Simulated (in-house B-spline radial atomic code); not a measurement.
# LDA VWN5 excitations of Rb²⁷⁺

Method: LDA VWN5. Computed with an all-electron radial atomic-structure program (B-spline basis): linear response of the closed shell [He] 2s2 2p6 with the functional's adiabatic kernel; non-relativistic, point nucleus, no spin-orbit coupling, no double excitations, S, P, D and F terms only. Only terms of natural parity with L up to 3 were computed.

Without relativity these are model numbers for so heavy an element.

Command:
```bash
python run_td.py task.json out
```
Settings (radii: box in bohr, nucleus in fm):
```
Z                        37
electrons                10
configuration            [He] 2s2 2p6
hamiltonian              nr
method                   lda,vwn
box_radius               4.42
intervals                49
```

Run time, properties included: 0.1 s on 1 thread of Arm Neoverse N1 (shared host).

The lowest states, in the order of their Tamm-Dancoff energies; the method's threshold (minus the highest occupied level) is 3054.84 eV. Labels give the largest channel, * marks a mixed state, and oscillator strengths are full-response dipole values. Semilocal kernels can invert the small singlet-triplet splittings of Rydberg terms. Energies in eV:

```json
{"state": "2p → 3s 3P", "full response": "1759.31", "Tamm-Dancoff": "1759.32", "oscillator strength": "-"}
{"state": "2p → 3s 1P", "full response": "1763.88", "Tamm-Dancoff": "1763.93", "oscillator strength": "0.172"}
{"state": "2p → 3p 3S", "full response": "1805.37", "Tamm-Dancoff": "1805.41", "oscillator strength": "-"}
{"state": "2p → 3p 3D", "full response": "1810.27", "Tamm-Dancoff": "1810.28", "oscillator strength": "-"}
{"state": "2p → 3p 1D", "full response": "?", "Tamm-Dancoff": "?", "oscillator strength": "-"}
{"state": "2p → 3p 1S", "full response": "1845.70", "Tamm-Dancoff": "1846.58", "oscillator strength": "-"}
{"state": "2p → 3d 3P", "full response": "?", "Tamm-Dancoff": "?", "oscillator strength": "-"}
{"state": "2p → 3d 3F", "full response": "1881.66", "Tamm-Dancoff": "1881.68", "oscillator strength": "-"}
{"state": "2p → 3d 1F", "full response": "1886.59", "Tamm-Dancoff": "1886.59", "oscillator strength": "-"}
{"state": "2p → 3d 1P", "full response": "1910.42", "Tamm-Dancoff": "1910.94", "oscillator strength": "3.19"}
```

(1) Where does 2p → 3d 3P lie?

(2) Where does 2p → 3p 1D lie?

(3) How large is the singlet-triplet splitting of 2p → 3s (P terms) in Tamm-Dancoff?

(4) What polarisabilities and dispersion coefficient does the method give?

Answers

(1) At 1879.34 eV in full response, 1879.36 eV in Tamm-Dancoff.

(2) At 1814.20 eV in full response, 1814.21 eV in Tamm-Dancoff.

(3) 4.6 eV, from the unrounded values.

(4) Dipole 0.001119 bohr³, quadrupole 5.379e-05 bohr⁵, C6 7.48e-05 hartree·bohr⁶ for two such species.
